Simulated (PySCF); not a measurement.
## Correlation energy of Zr³⁶⁺ (zirconium, charge +36)

[He] 2s2, closed-shell 1S. All numbers are calculated (PySCF 2.14, the spin-free X2C one-electron Hamiltonian (Gaussian nucleus), in an even-tempered Gaussian basis (19 s from 14 bohr⁻², ratio 2.2; 8 p from 22 bohr⁻², ratio 2.4; 5 d from 65 bohr⁻², ratio 2.4; 5 f from 97 bohr⁻², ratio 2.4; 4 g from 150 bohr⁻², ratio 2.4)). Frozen: nothing; 4 electrons correlated; the 8 highest virtual orbitals of each spin left out.

```tsv
level	correlation energy (mhartree)
CCSD	-376.63
(T)	-0.44
CCSD(T)	-377.07
```

Diagnostics: T1 = 0.00040, D1 = 0.0008, largest double amplitude 0.085.

Cost of the coupled-cluster step: 12 s of wall time on 2 threads of Neoverse-V2 (shared host), for 4 correlated electrons.

Iterations:

```
CC2 = 0
CCSD nocc = 2, nmo = 131
frozen orbitals [131, 132, 133, 134, 135, 136, 137, 138]
max_cycle = 100
direct = 0
conv_tol = 1e-08
conv_tol_normt = 1e-06
diis_space = 8
diis_start_cycle = 0
Init t2, MP2 energy = -1982.23487657607  E_corr(MP2) -0.268608622604218
Init E_corr(CCSD) = -0.268608622604218
cycle = 1  E_corr(CCSD) = -0.335939161098857  dE = -0.0673305385  norm(t1,t2) = 0.0339654
cycle = 2  E_corr(CCSD) = -0.361333179090157  dE = -0.025394018  norm(t1,t2) = 0.0129224
cycle = 3  E_corr(CCSD) = -0.376670157336587  dE = -0.0153369782  norm(t1,t2) = 0.00486856
cycle = 4  E_corr(CCSD) = -0.376621642345166  dE = 4.85149914e-05  norm(t1,t2) = 1.33113e-05
cycle = 5  E_corr(CCSD) = -0.376627382693329  dE = -5.74034816e-06  norm(t1,t2) = 1.84807e-06
cycle = 6  E_corr(CCSD) = -0.376627447792063  dE = -6.50987338e-08  norm(t1,t2) = 5.20406e-08
cycle = 7  E_corr(CCSD) = -0.376627493849071  dE = -4.60570082e-08  norm(t1,t2) = 3.16952e-08
cycle = 8  E_corr(CCSD) = -0.376627518066616  dE = -2.42175447e-08  norm(t1,t2) = 1.72955e-08
cycle = 9  E_corr(CCSD) = -0.376627509772409  dE = 8.29420682e-09  norm(t1,t2) = 9.72463e-09
CCSD converged
E(CCSD) = -1982.342895463242  E_corr = -0.3766275097724092
CCSD(T) correction = -0.000443142232827151
```

At this charge the one-electron X2C treatment keeps the bare 1/r₁₂, with no two-electron picture change or Breit term. That inflates the 1s pair energies well beyond their four-component values; and a scalar Hamiltonian misses the large spin-orbit splitting of the p shells, which matters for ns² → np² pairs.
